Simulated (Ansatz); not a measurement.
`C[SiH2]N[SiH](O)O` → `CO[Si](N)(O)[SiH3]`  (isomerisation)

Gas-phase electronic energies from Ansatz, PBE0-D4/def2-TZVP geometries. CCSD(T)/CBS adds triple-zeta CCSD(T) − MP2 to the extrapolated MP2 energy (def2 sets, frozen cores). Functionals use def2-TZVPP. Each species was taken in one conformer, which may not be the lowest.

```tsv
level	ΔE (kcal/mol)
ωB97M-V	39.6
HF/def2-TZVPP	40.4
CCSD/def2-TZVPP	39.4
MP2/CBS(def2)	43.0
```

Question: What does CCSD(T)/CBS give? (Estimate.)

Answer: Computed: +39.7 kcal/mol. The listed levels differ from it by -0.1, 0.7, -0.3, 3.3 kcal/mol.

Largest T1 diagnostic among the species: 0.012.

From PBE to PBE0 (25 % exact exchange), in def2-TZVPP and without D4, ΔE moves by +2.4 kcal/mol.
